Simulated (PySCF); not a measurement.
S (sulfur, neutral): UHF calculation

Configuration: [Ne] 3s1 3p5, high-spin 3P determinant (an excited configuration). Calculation: PySCF 2.14, in aug-cc-pV(D+d)Z (5s4p3d, 32 functions); the non-relativistic Hamiltonian (point nucleus).

```
Total energy                                                  : -397.077323 hartree
One-electron energy                                           : -548.0410 hartree
Hartree (Coulomb) energy                                      : 175.8754 hartree
Exchange energy                                               : -24.9117 hartree
Kinetic energy                                                : 397.07091 hartree
⟨S²⟩                                                          : 2.0393
⟨L²⟩                                                          : 2.009
Sum of ⟨r⟩                                                    : 15.84 bohr
Sum of ⟨r²⟩                                                   : 31.22 bohr²
Traceless quadrupole moment −½Σ⟨3z² − r²⟩ along its main axis : 2.38 e·bohr²
Density at the nucleus (Gaussians lack the cusp)              : 2590 bohr⁻³
Spin density at the nucleus                                   : 8.38 bohr⁻³
Langevin diamagnetic susceptibility                           : -24.7 ×10⁻⁶ cm³/mol
```

| shell | electrons | mean orbital energy (hartree) | spread (hartree) | rms radius, mean of both spins (bohr) |
| --- | --- | --- | --- | --- |
| 1s α | 1 | -92.09797 | 0 | 0.113 |
| 1s β | 1 | -92.06562 | 0 | 0.113 |
| 2s α | 1 | -9.09600 | 0 | 0.519 |
| 2s β | 1 | -9.04404 | 0 | 0.519 |
| 2p α | 3 | -6.78134 | 0.01807 | 0.491 |
| 2p β | 3 | -6.74088 | 0.01293 | 0.491 |
| 3s α | 1 | -1.05065 | 0 | 1.80 |
| 3p α | 3 | -0.50899 | 0.05965 | 2.28 |
| 3p β | 2 | -0.33289 | 0 | 2.28 |

Spin-orbit constants ζ (cm⁻¹) from the X2C one-electron operator on these orbitals (non-relativistic here): bare nucleus, nucleus screened by l(l+1)(2l+1)/3 electrons, and screened by the Breit-Pauli mean field of the electrons.

| shell | bare | screened nucleus | mean field |
| --- | --- | --- | --- |
| 2p | 7341 | 6423 | 5998 |
| 3p | 506.2 | 442.9 | 408.3 |

To first order the Landé constant is A = -204.2 cm⁻¹, so the lowest level has J = 2 and lies 0.0253 eV below the centre of the term. This holds in LS coupling only.
